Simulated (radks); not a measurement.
Results of a calculation; reference values are marked as such.
The table gives one normalised radial function P(r) = r R(r) (large component) of Re44+ in [Ar] 3d10 4s2 4p1 (r in bohr). Level of theory: Dirac Kohn-Sham, BLYP, spin-unpolarised, spherical densities, finite nucleus; open shells fill j = l - 1/2 first; Fermi nuclear charge, rms radius 5.3698 fm (a radial shooting solver on a logarithmic mesh with Libxc functionals).

| r | P |
|---|---|
| 0.0006681 | 0.0000 |
| 0.0007532 | 0.0001 |
| 0.0008493 | 0.0001 |
| 0.0009576 | 0.0001 |
| 0.00108 | 0.0001 |
| 0.001217 | 0.0002 |
| 0.001373 | 0.0002 |
| 0.001547 | 0.0003 |
| 0.001745 | 0.0003 |
| 0.001967 | 0.0005 |
| 0.002218 | 0.0006 |
| 0.002501 | 0.0008 |
| 0.00282 | 0.0011 |
| 0.003179 | 0.0014 |
| 0.003585 | 0.0019 |
| 0.004042 | 0.0025 |
| 0.004521 | 0.0033 |
| 0.005097 | 0.0044 |
| 0.005747 | 0.0060 |
| 0.006479 | 0.0080 |
| 0.007306 | 0.0108 |
| 0.008237 | 0.0146 |
| 0.009287 | 0.0196 |
| 0.01047 | 0.0264 |
| 0.01181 | 0.0355 |
| 0.01331 | 0.0477 |
| 0.01501 | 0.0639 |
| 0.01692 | 0.0853 |
| 0.01908 | 0.1134 |
| 0.02151 | 0.1500 |
| 0.02426 | 0.1974 |
| 0.02735 | 0.2580 |
| 0.03083 | 0.3346 |
| 0.03477 | 0.4302 |
| 0.0392 | 0.5477 |
| 0.0442 | 0.6894 |
| 0.04983 | 0.8567 |
| 0.05618 | 1.0494 |
| 0.06335 | 1.2649 |
| 0.07142 | 1.4975 |
| 0.08053 | 1.7376 |
| 0.0908 | 1.9715 |
| 0.1024 | 2.1821 |
| 0.1154 | 2.3496 |
| 0.1301 | 2.4537 |
| 0.1467 | 2.4768 |
| 0.1654 | 2.4073 |
| 0.1865 | 2.2438 |
| 0.2086 | 2.0148 |
| 0.2352 | 1.7078 |
| 0.2652 | 1.3664 |
| 0.2991 | 1.0249 |
| 0.3372 | 0.7149 |
| 0.3802 | 0.4595 |
| 0.4286 | 0.2693 |
| 0.4833 | 0.1422 |
| 0.5449 | 0.0667 |
| 0.6144 | 0.0274 |
| 0.6927 | 0.0097 |
| 0.781 | 0.0029 |
| 0.8806 | 0.0007 |
| 0.9929 | 0.0001 |
| 1.119 | 0.0000 |
| 1.262 | 0.0000 |

Which n and l does it have? It may be an empty orbital.

Answer. n = 3, l = 2: the number of nodes gives n - l - 1 = 0, the rise at small r points to l (for j = l - 1/2 the large component starts outside the nucleus as r^gamma with gamma = sqrt(l^2 - (Z/c)^2) = 1.92 and the r^(l+1) term takes over further out; the orbital of l - 1 with the same j starts with the same power, but with a larger coefficient, and does not steepen), and the extent must fit the shell. The curve is that of 3d3/2; the two j differ most near the nucleus, where j = l - 1/2 has the larger amplitude, and in heavy atoms j = l - 1/2 is also the more compact. 3d3/2: eigenvalue -3989.0 eV, 0 radial nodes, <r> = 0.172 bohr, 90 % of the charge inside 0.266 bohr.
